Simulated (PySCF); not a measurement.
Scan of CH4B (anion, charge -1), singlet: twist about the double or partial double bond, both ends planar. Scanned: twist about the central bond. Other coordinates (C-B length, H-C-B angle, H-B-C angle, C-H length, B-H length) were minimised at PBE0/def2-TZVP.

Method: CCSD(T) on UHF/aug-cc-pVDZ, 2 core orbitals frozen run with PySCF.

Scanned values (°): 0, 7.50, 15, 22.50, 30, 37.50, 45, 52.50, 60, 67.50, 75, 82.50, 90.

At which scan points does the profile have its minima and maxima, and how high do they lie?

Lower than their neighbours: 0° (0.0 kJ/mol, end of the scan). Higher than their neighbours: 90° (256.6 kJ/mol, end of the scan). The whole profile spans 256.6 kJ/mol.

The unrestricted determinant behind CCSD(T) is spin-contaminated on part of the scan (<S²> up to 1.0, against 0.00 for the pure state). Near 90° the triplet can lie below this singlet.
